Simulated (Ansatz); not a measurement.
Two isomers of CH6F2GeSi: A = `F[CH](F)[GeH2][SiH3]`, B = `[CH3][Ge]([F])([F])[SiH3]`.

Gas-phase electronic energies from Ansatz, PBE0-D4/def2-TZVP geometries. CCSD(T)/CBS adds triple-zeta CCSD(T) − MP2 to the extrapolated MP2 energy (def2 sets, frozen cores). DFT in def2-TZVPP. B3LYP here is the variant with VWN-RPA as its local correlation; programs differ in this. For Ge outer-core shells are correlated without core-valence functions, which leaves a few kJ/mol of doubt a bond. Scalar relativity is left out up to krypton. One conformer a species, not always the lowest.

Q: Which isomer does CCSD(T)/CBS put lower? Give the gap. (Best estimate.)

A: Computed: B, by 74.8 kcal/mol.

Q: Give E(B) − E(A) in kcal/mol with ωB97M-V, PBE0-D4, CCSD(T)/def2-TZVPP, r2SCAN-D4, B3LYP-D4, B2PLYP, CCSD/def2-TZVPP. (Estimate.)

A: Computed: ωB97M-V -72.2, PBE0-D4 -70.4, CCSD(T)/def2-TZVPP -73.7, r2SCAN-D4 -72.5, B3LYP-D4 -72.2, B2PLYP -74.7, CCSD/def2-TZVPP -74.0. None reverses the order clearly.

Largest T1 diagnostic: 0.012.

From PBE to PBE0 (25 % exact exchange), in def2-TZVPP and without D4, E(B) − E(A) moves by −1.5 kcal/mol.
